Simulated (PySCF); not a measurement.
Computed shifts of a molecule C2H5BF2O, PBE/pcSseg-1 (PySCF), GIAO, gas phase, equivalent atoms averaged, in ppm (number of nuclei): ¹³C: 76.5 (1), 54.2 (1). ¹⁹F: -114.4 (1), -331.0 (1). ¹H: 4.75 (2), 4.19 (3). References: ¹³C against TMS (σ = 182.0 ppm); ¹⁷O against H2O (σ = 334.3 ppm); ¹¹B against BF3 (σ = 83.9 ppm); ¹⁹F against CFCl3 (σ = 133.6 ppm); ¹H against TMS (σ = 31.49 ppm), references at their B3LYP-D3(BJ)/def2-TZVP geometries, non-relativistic. Geometry optimised at PBE0-D3(BJ)/def2-SVP. Other conformers were not sampled.

Q: Which molecule gave these data?
(A) OCCB(F)F
(B) COB(F)CF
(C) CB(O)C(F)F
(D) CCOB(F)F

A: B, COB(F)CF
